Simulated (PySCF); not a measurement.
C2H5FO2Si.

```xyz
11

O      1.3571    -0.9177    -1.3490
C      1.7576    -0.3126    -0.3761
C      0.9938    -0.2196     0.9162
Si    -0.8251     0.2005     0.5848
O     -1.3668    -0.8141    -0.5872
F     -0.8613     1.7531     0.0976
H      2.7383     0.2225    -0.4207
H      1.4777     0.4667     1.6270
H      0.9802    -1.2270     1.3731
H     -1.6778     0.0971     1.7854
H     -0.6472    -1.0965    -1.1822
```

Coordinates come from a B3LYP-D3(BJ)/def2-SVP optimisation. The structure was generated by enumeration; whether it is a known compound was not checked. One conformer was computed; it need not be the lowest.

Calculation: B3LYP/pcSseg-1 in PySCF. Non-relativistic, no solvent.

### Question
Give the absolute GIAO shielding of each atom: isotropic value and principal components (ppm). (An estimate is asked for; the answer gives what the named calculation found.)

### Answer

```json
[
 {"atom": "O1", "σ(iso)": "-356.6", "σ11": "-960.8", "σ22": "-445.8", "σ33": "336.9", "span": "1297.8"},
 {"atom": "C2", "σ(iso)": "-32.9", "σ11": "-125.1", "σ22": "-64.2", "σ33": "90.7", "span": "215.8"},
 {"atom": "C3", "σ(iso)": "142.3", "σ11": "112.2", "σ22": "141.9", "σ33": "172.8", "span": "60.6"},
 {"atom": "Si4", "σ(iso)": "357.0", "σ11": "347.6", "σ22": "352.4", "σ33": "371.1", "span": "23.5"},
 {"atom": "O5", "σ(iso)": "253.0", "σ11": "199.1", "σ22": "267.7", "σ33": "292.3", "span": "93.1"},
 {"atom": "F6", "σ(iso)": "313.6", "σ11": "243.5", "σ22": "324.9", "σ33": "372.3", "span": "128.8"},
 {"atom": "H7", "σ(iso)": "21.3", "σ11": "19.0", "σ22": "19.9", "σ33": "24.9", "span": "5.9"},
 {"atom": "H8", "σ(iso)": "29.1", "σ11": "27.1", "σ22": "27.7", "σ33": "32.4", "span": "5.3"},
 {"atom": "H9", "σ(iso)": "29.7", "σ11": "26.7", "σ22": "28.2", "σ33": "34.1", "span": "7.4"},
 {"atom": "H10", "σ(iso)": "26.6", "σ11": "23.4", "σ22": "24.0", "σ33": "32.5", "span": "9.1"},
 {"atom": "H11", "σ(iso)": "26.2", "σ11": "16.5", "σ22": "23.1", "σ33": "38.9", "span": "22.4"}
]
```
